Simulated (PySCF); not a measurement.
## HBr⁻: from constants to spectrum

UHF-CCSD(T) constants of HBr⁻, ²Σ⁺ (doublet), unpaired electrons σ ↑ (PySCF, no relativity, basis sets H def2-SVPD, Br def2-SVPD; masses 1.0078 and 78.9183 u):

- ωe: 357.2 cm⁻¹
- ωexe: 41.0 cm⁻¹
- Be: 2.7617 cm⁻¹
- αe: 0.339 cm⁻¹
- D (centrifugal): 0.000660 cm⁻¹
- De to H + Br⁻: 0.106 eV

Problem. Give the vibrational terms G(v) and spacings up to v = 2.

Solution. G(v) = ωe(v+½) − ωexe(v+½)².

```
v  G(v) (cm⁻¹)  G(v) − G(v−1)  Bv (cm⁻¹)
0          168                     2.592
1          444            275      2.253
2          637            193      1.914
```

Problem. How well does the Morse estimate ωe²/(4ωexe) reproduce De, and what is D0?

Solution. It gives 0.096 eV, 91 % of the computed De. D0 = De − G(0) = 0.106 − 0.021 = 0.085 eV.

Correlated steps freeze 9 core orbitals. The bond is weak. Basis-set superposition, not corrected here, can be much of De in a small basis, most of all at correlated wavefunction levels. Spin–orbit coupling is left out. For an ion De counts to the pair picked by the measured ionisation energies or electron affinities, which need not be the lowest pair at this level. The state is the lowest determinant that a PBE0 search found; another state may lie lower at other levels.
